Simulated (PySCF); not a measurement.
Job file and geometry (Å, from GFN2-xTB) of an NMR shielding run on SMILES C=C(F)CCC#[N+][AlH3-], C₅H₉AlFN, GIAO PBE0/pcSseg-1 NMR shielding, non-relativistic, gas phase in PySCF; density fitting, a coarse starting grid and PySCF grid level 2 are the driver's defaults:

```
$ OMP_NUM_THREADS=1 python probes_run.py task.json out

{"job": {"kind": "nmr", "xc": "PBE0", "basis": "pcSseg-1"}, "charge": 0, "multiplicity": 1}
C     -2.998711     1.290096     0.281759
C     -2.359859     0.196031    -0.080429
F     -3.043323    -0.964246    -0.235382
C     -0.898421     0.030423    -0.353292
C     -0.286182    -0.990124     0.632297
C      1.116758    -1.077203     0.399216
N      2.241144    -1.104502     0.170278
Al     3.678256     0.142191    -0.429302
H     -2.474093     2.216794     0.411803
H     -4.061370     1.288071     0.442706
H     -0.394340     0.991600    -0.259496
H     -0.761335    -0.336708    -1.373860
H     -0.450884    -0.664483     1.664036
H     -0.750944    -1.971629     0.497202
H      2.775699     0.925886    -1.466759
H      4.796539    -0.790795    -0.983688
H      3.864070     0.830629     0.971925
```

**Question.** What does the program print?

**Answer.** 
```
coarse grid: 14784 points
cycle   1  E = -592.2154882855  dE =  8.476e-01  |g| = 6.176e-01  |ddm| = 3.680e+00
cycle   2  E = -592.0386625316  dE =  1.768e-01  |g| = 1.130e+00  |ddm| = 1.158e+00
cycle   3  E = -592.2947957889  dE = -2.561e-01  |g| = 2.097e-01  |ddm| = 7.363e-01
cycle   4  E = -592.3028429278  dE = -8.047e-03  |g| = 7.187e-02  |ddm| = 1.582e-01
cycle   5  E = -592.3037913372  dE = -9.484e-04  |g| = 1.986e-02  |ddm| = 5.201e-02
cycle   6  E = -592.3038840300  dE = -9.269e-05  |g| = 4.822e-03  |ddm| = 1.867e-02
cycle   7  E = -592.3038884175  dE = -4.388e-06  |g| = 1.884e-03  |ddm| = 4.750e-03
final grid: 138880 points
cycle   8  E = -592.3571474994  dE = -3.561e-05  |g| = 6.240e-03  |ddm| = 2.836e-02
cycle   9  E = -592.3571430132  dE =  4.486e-06  |g| = 7.700e-03  |ddm| = 1.077e-02
cycle  10  E = -592.3571571526  dE = -1.414e-05  |g| = 1.452e-03  |ddm| = 6.155e-03
cycle  11  E = -592.3571576044  dE = -4.518e-07  |g| = 3.562e-04  |ddm| = 1.116e-03
cycle  12  E = -592.3571576228  dE = -1.840e-08  |g| = 2.077e-04  |ddm| = 3.137e-04
cycle  13  E = -592.3571576311  dE = -8.353e-09  |g| = 5.292e-05  |ddm| = 1.358e-04
cycle  14  E = -592.3571576317  dE = -5.921e-10  |g| = 1.374e-05  |ddm| = 4.398e-05
converged SCF energy = -592.3571576317

GIAO shielding tensors (ppm)
atom      isotropic    diamagn.    paramagn.     s11        s22        s33       span
  0 C       86.450     257.293    -170.843    -12.953    114.300    158.005    170.958
  1 C       13.813     252.476    -238.663    -95.057     65.553     70.942    165.999
  2 F      273.833     475.517    -201.684    168.167    283.550    369.781    201.615
  3 C      154.347     249.749     -95.402    144.158    147.702    171.181     27.023
  4 C      170.570     251.866     -81.297    154.893    171.878    184.937     30.044
  5 C       51.095     267.923    -216.828    -68.411    -52.932    274.629    343.040
  6 N       19.238     338.884    -319.645   -135.281   -113.224    306.221    441.503
  7 Al     433.327     795.813    -362.486    418.717    436.217    445.047     26.330
  8 H       26.849      32.278      -5.430     24.454     25.298     30.793      6.339
  9 H       26.604      27.002      -0.398     23.713     24.809     31.291      7.578
 10 H       28.882      34.067      -5.184     24.159     29.635     32.853      8.694
 11 H       28.808      31.316      -2.507     24.809     28.337     33.280      8.472
 12 H       29.216      30.166      -0.950     24.485     28.636     34.527     10.042
 13 H       28.696      28.634       0.062     23.270     28.721     34.097     10.828
 14 H       27.336      31.106      -3.770     23.984     28.065     29.960      5.976
 15 H       27.940      29.635      -1.695     24.939     26.308     32.574      7.635
 16 H       27.386      30.066      -2.679     24.405     26.804     30.951      6.546
```

Size and cost of the density-fitted run: 188 basis functions, 100 s wall time on 1 thread of an Intel Xeon, shared host; peak memory 0.83 GiB.
